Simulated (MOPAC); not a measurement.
MOPAC input (PM6):

```
PM6 1SCF UHF MS=0.5 GEO-OK AUX(PRECISION=9) THREADS=1
CH5GeO

C    -2.05133800 1    0.01755900 1    0.23772100 1
O    -0.86943300 1   -0.58400300 1    0.51207200 1
Ge    0.66110300 1    0.09982600 1   -0.16350500 1
H    -2.07795300 1    1.08984400 1    0.06901900 1
H    -2.92452200 1   -0.50626600 1    0.60096000 1
H     0.68080200 1    1.60457500 1    0.15976500 1
H     1.76233600 1   -0.67728200 1    0.56143000 1
H     0.66752900 1   -0.13863400 1   -1.68192900 1
```

From the output:

```
                                                       MOPAC v23.2.5 Linux

          FINAL HEAT OF FORMATION =         -3.72607 KCAL/MOL =     -15.58989 KJ/MOL

          COSMO AREA              =        107.54 SQUARE ANGSTROMS
          COSMO VOLUME            =         94.52 CUBIC ANGSTROMS

          IONIZATION POTENTIAL    =          8.269809 EV
          ALPHA SOMO LUMO (EV)    =         -8.270  0.256
          BETA  SOMO LUMO (EV)    =        -10.630  0.424
          NO. OF ALPHA ELECTRONS  =         10
          NO. OF BETA  ELECTRONS  =          9
          MOLECULAR WEIGHT        =        105.6399         POINT GROUP:  C1

          MOLECULAR DIMENSIONS (Angstroms)

            Atom       Atom       Distance
            H     7    H     5     4.69014
            H     8    H     6     2.53505
            H     5    H     6     1.91040

          SCF CALCULATIONS        =          1

   ATOM   CHEMICAL          X               Y               Z
  NUMBER   SYMBOL      (ANGSTROMS)     (ANGSTROMS)     (ANGSTROMS)

     1       C         -2.05133800  *   0.01755900  *   0.23772100  *
     2       O         -0.86943300  *  -0.58400300  *   0.51207200  *
     3      Ge          0.66110300  *   0.09982600  *  -0.16350500  *
     4       H         -2.07795300  *   1.08984400  *   0.06901900  *
     5       H         -2.92452200  *  -0.50626600  *   0.60096000  *
     6       H          0.68080200  *   1.60457500  *   0.15976500  *
     7       H          1.76233600  *  -0.67728200  *   0.56143000  *
     8       H          0.66752900  *  -0.13863400  *  -1.68192900  *

                             CARTESIAN COORDINATES

   1    C       -2.051338000     0.017559000     0.237721000
   2    O       -0.869433000    -0.584003000     0.512072000
   3   Ge        0.661103000     0.099826000    -0.163505000
   4    H       -2.077953000     1.089844000     0.069019000
   5    H       -2.924522000    -0.506266000     0.600960000
   6    H        0.680802000     1.604575000     0.159765000
   7    H        1.762336000    -0.677282000     0.561430000
   8    H        0.667529000    -0.138634000    -1.681929000

           Empirical Formula: C H5 O Ge  =     8 atoms

      MOLECULAR POINT GROUP   :   C1

          ALPHA EIGENVALUES
 -29.26704 -22.76952 -19.62870 -15.89428 -15.51022 -14.35051 -12.00669 -11.64348
 -10.94421  -8.26981   0.25637   2.40913   2.47516   2.78795   4.39418   6.00270
   6.32853

           BETA EIGENVALUES
 -28.68375 -22.33723 -19.51220 -15.64720 -15.22866 -13.47293 -11.95140 -11.21169
 -10.63036   0.42373   1.55745   2.43144   2.56461   2.82548   4.90775   6.19611
   6.55650

              NET ATOMIC CHARGES AND DIPOLE CONTRIBUTIONS

  ATOM NO.   TYPE          CHARGE      No. of ELECS.   s-Pop       p-Pop
    1          C          -0.170108        4.1701     1.14681     3.02330
    2          O          -0.496408        6.4964     1.77478     4.72162
    3         Ge           0.237699        3.7623     1.19124     2.57106
    4          H           0.118774        0.8812     0.88123
    5          H           0.152892        0.8471     0.84711
    6          H           0.039840        0.9602     0.96016
    7          H           0.068634        0.9314     0.93137
    8          H           0.048678        0.9513     0.95132
 DIPOLE           X         Y         Z       TOTAL
 POINT-CHG.     2.038     1.793    -1.299     3.009
 HYBRID        -0.176    -0.146     0.433     0.489
 SUM            1.863     1.648    -0.866     2.633

          ATOMIC ORBITAL ELECTRON POPULATIONS

     Atom    s        px        py        pz
    1  C   1.14681   0.86342   1.03559   1.12430
    2  O   1.77478   1.30061   1.69335   1.72767
    3 Ge   1.19124   0.69324   0.93504   0.94278
    4  H   0.88123
    5  H   0.84711
    6  H   0.96016
    7  H   0.93137
    8  H   0.95132

                    (SZ)    =    0.500000
                    (S**2)  =    0.752397

          ATOMIC ORBITAL SPIN POPULATIONS

    Atom   Total    s     px     py     pz
         Atomic
    1  C  0.9007  0.036  0.019  0.099  0.747
    2  O  0.1619  0.007  0.003  0.020  0.132
    3 Ge -0.0175 -0.001 -0.011 -0.002 -0.004
    4  H -0.0250 -0.025
    5  H -0.0252 -0.025
    6  H  0.0008  0.001
    7  H -0.0012 -0.001
    8  H  0.0055  0.005

 **********************
 *                    *
 * JOB ENDED NORMALLY *
 *                    *
 **********************

 == MOPAC DONE ==
```

The geometry given is a B3LYP-D3(BJ)/def2-TZVP minimum.
